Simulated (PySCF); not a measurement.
SbHF2, SMILES [F][SbH][F]. Atoms are numbered in the order given.

```xyz
4

Sb    -0.0381    -0.3274     0.0000
H      1.6806    -0.5299     0.0000
F      0.0147     0.9571    -1.4242
F      0.0147     0.9571     1.4242
```
Charge 0, spin multiplicity 1.

Geometry optimised at B3LYP-D3(BJ)/def2-TZVP. The def2 effective core potentials stand for the cores of Sb; spin–orbit coupling is left out.

Method: B3LYP-D3(BJ)/def2-TZVP (PySCF).

Frequencies are harmonic and unscaled.

Computed vibrational spectrum:
```csv
mode,ν (cm⁻¹),IR (km/mol),moving atoms (share of kinetic energy)
1,199,8.1,"F 89 %, Sb 10 %"
2,605,110.5,"F 84 %, Sb 15 %"
3,619,81.0,"F 86 %, Sb 14 %"
4,648,5.5,H 95 %
5,680,27.9,H 93 %
6,1891,238.7,H 99 %
```
